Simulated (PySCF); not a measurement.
**UHF on N⁺ (nitrogen, charge +1)**

Configuration: [He] 2s2 2p2, high-spin 3P determinant. Computed with PySCF 2.14 in cc-pVDZ-DK (3s2p1d, 14 functions), with scalar relativity by spin-free X2C-1e.

| Quantity | Value |
| --- | --- |
| Total energy | -53.909902 hartree |
| One-electron energy | -70.0420 hartree |
| Hartree (Coulomb) energy | 22.3376 hartree |
| Exchange energy | -6.2055 hartree |
| ⟨S²⟩ | 2.0055 |
| ⟨L²⟩ | 2.009 |
| Sum of ⟨r⟩ | 5.483 bohr |
| Sum of ⟨r²⟩ | 7.924 bohr² |
| Traceless quadrupole moment −½Σ⟨3z² − r²⟩ along its main axis | 0.789 e·bohr² |
| Langevin diamagnetic susceptibility | -6.28 ×10⁻⁶ cm³/mol |
| Time after the integrals | 0.05 s of wall time on 1 thread of Neoverse-V1 (shared host) |

```json
{"shell": "1s α", "electrons": "1", "mean orbital energy (eV)": "-444.70", "rms radius, mean of both spins (bohr)": "0.265"}
{"shell": "1s β", "electrons": "1", "mean orbital energy (eV)": "-442.64", "rms radius, mean of both spins (bohr)": "0.265"}
{"shell": "2s α", "electrons": "1", "mean orbital energy (eV)": "-44.241", "rms radius, mean of both spins (bohr)": "1.39"}
{"shell": "2s β", "electrons": "1", "mean orbital energy (eV)": "-35.679", "rms radius, mean of both spins (bohr)": "1.39"}
{"shell": "2p α", "electrons": "2", "mean orbital energy (eV)": "-30.365", "rms radius, mean of both spins (bohr)": "1.40"}
```
